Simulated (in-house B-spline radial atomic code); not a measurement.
## The iron ion Fe⁴⁺: [Ar] 3d4

All numbers are computed (non-relativistic Hartree-Fock with fractional occupations, spin-polarised, spherical fractional occupations; point nucleus) with a radial B-spline atomic code at the basis-set limit, not measured.

Effective charges: Z_r = [3n² - l(l+1)]/(2<r>) from the radius, Z_e = n√(-2ε) from the energy, and Slater's rules. Values are occupation-weighted means over spin.

| shell | electrons | ε (eV) | <r> (bohr) | Z_r | Z_e | Slater |
| --- | --- | --- | --- | --- | --- | --- |
| 1s | 2 | -7174.8 | 0.05912 | 25.37 | 22.96 | 25.70 |
| 2s | 2 | -932.68 | 0.2684 | 22.35 | 16.56 | 21.85 |
| 2p | 6 | -809.57 | 0.236 | 21.18 | 15.43 | 21.85 |
| 3s | 2 | -172.66 | 0.8016 | 16.84 | 10.69 | 14.75 |
| 3p | 6 | -132.94 | 0.8337 | 14.99 | 9.38 | 14.75 |
| 3d | 4 | -72.707 | 0.9153 | 11.47 | 6.94 | 6.95 |

The least bound orbital is 3d up at -72.71 eV, and it is also the most diffuse (<r> = 0.9153 bohr).

The density falls to 0.001 bohr⁻³ at 2.477 bohr; Σ<r²> = 11.03 bohr² gives, by the non-relativistic formula and without the paramagnetism of open shells, a Langevin diamagnetic susceptibility of -8.736×10⁻⁶ cm³/mol.

Caution: exact exchange at fractional occupations of open shells leaves self-interaction of up to several eV.
